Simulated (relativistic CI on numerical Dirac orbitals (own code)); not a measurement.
A reference radial Dirac CI calculation of Zr IV gave the lowest total energy -3592.21472 Ha in 11 SCF steps, from this input:

```
atom Zr  Z=40  charge=3  electrons=37
nucleus A=90  rms_radius_fm=4.2694
hamiltonian dirac-coulomb  breit=on  qed=on  c_scale=1
orbitals kli  potential=per-configuration
slater_scale 1
correlation none
mixing on
grid step=0.0125 r_max=37.3
scf mixing=0.4 start=green max_iterations=150 tolerance=2e-08 node_fill=0.05
configurations
  [Kr] 4d
end
```

One setting was then changed, and the output read:

```
SCF 1: [Kr] 4d
 iter      energy (Ha)   residual   last orbital (Ha)
    1     -3577.291586   2.43e+00     -2.42221
    2     -3593.276244   8.64e-01     -1.54036
    3     -3595.599721   1.04e-01     -1.21619
    4     -3595.627267   5.68e-02     -1.24626
    5     -3595.633223   5.90e-03     -1.23021
    6     -3595.633095   1.82e-03     -1.22750
    7     -3595.633143   5.68e-04     -1.22788
    8     -3595.633164   3.07e-05     -1.22812
    9     -3595.633164   3.47e-06     -1.22810
   10     -3595.633164   1.52e-07     -1.22810
   11     -3595.633164   1.63e-08     -1.22810
orbital energies (Ha): 3p3/2 -12.8094  3d3/2 -7.7580  3d5/2 -7.6666  4s -3.1757  4p1/2 -2.4036  4p3/2 -2.3378  4d3/2 -1.2347  4d5/2 -1.2281
configuration averages (Ha): Dirac-Coulomb, Breit, QED
  4d                           -3595.633164    2.049794    0.000000
levels: no., configuration, term, J, E (cm-1), weight
   1 4d                     2D   3/2              0.0  1.00
   2 4d                     2D   5/2           1108.3  1.00
lowest total energy -3593.586400 Ha
end: converged
```

Which setting was changed?
A. node fill of the KLI weights
B. charge
C. QED terms
D. configuration list

C. The QED terms off.
